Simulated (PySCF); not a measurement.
**Gallium: a sound run and one with changed settings**

Sound run: Ga [Ar] 3d10 4s2 4p1, Ga⁺ [Ar] 3d10 4s2. Computed with PySCF 2.14 in aug-cc-pVDZ-PP with ECP10MDF (5s4p3d, 32 functions), with scalar relativity through the core potential. In the sound run the correlated levels freeze 3s2 3p6 3d10 outside the core potential. The sound run starts from symmetry-adapted Hartree-Fock orbitals and uses a fine grid where one is needed.

A second run was set up differently.

```tsv
species	method	sound run (hartree)	changed run (hartree)	converged
Ga	MP2	-258.32013	-258.34469	yes
Ga⁺	MP2	-258.11164	-258.13454	yes
```

Ionisation energy of Ga:

```csv
method,sound run (eV),changed run (eV)
UHF,5.521,5.521
MP2,5.673,5.718
SCS-MP2,5.651,5.676
```

(1) What was changed?
A. basis contracted for another Hamiltonian
B. level shift left on
C. too few SCF iterations
D. all electrons correlated in a valence basis

Results:

(1) D. A valence basis has no tight correlating functions, so it recovers only part of the core correlation, and not evenly between atom and ion.
